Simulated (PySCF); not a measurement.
# Ca²⁺: ionisation energy

Ca²⁺ [Ar] (1S) → Ca³⁺ [Ne] 3s2 3p5 (2P), as a difference of total energies. All numbers are calculated (PySCF 2.14, the spin-free X2C one-electron Hamiltonian (Gaussian nucleus), in aug-cc-pVDZ-X2C (6s5p3d, 36 functions)). Correlated levels: valence: [Ne] 3s2 frozen. The calculations carry no spin-orbit coupling.

| method | ionisation energy (eV) |
| --- | --- |
| UHF | 50.586 |
| r2SCAN | 51.932 |
| M06-L | 52.036 |
| MP2 (valence) | 51.280 |
| SCS-MP2 (valence) | 51.228 |
| CCSD (valence) | 51.330 |
| CCSD(T) (valence) | 51.332 |

Question: How much does correlation contribute at CCSD(T) (valence)?

Answer: 51.332 − (50.586) = 0.746 eV, measured against UHF.

The reference lies between the lowest fine-structure levels, while these numbers refer to the centres of the terms.

Errors of the correlated levels include the incompleteness of this basis and the frozen core.

For comparison: 50.913 eV (measured; NIST Atomic Spectra Database, ionization energies).
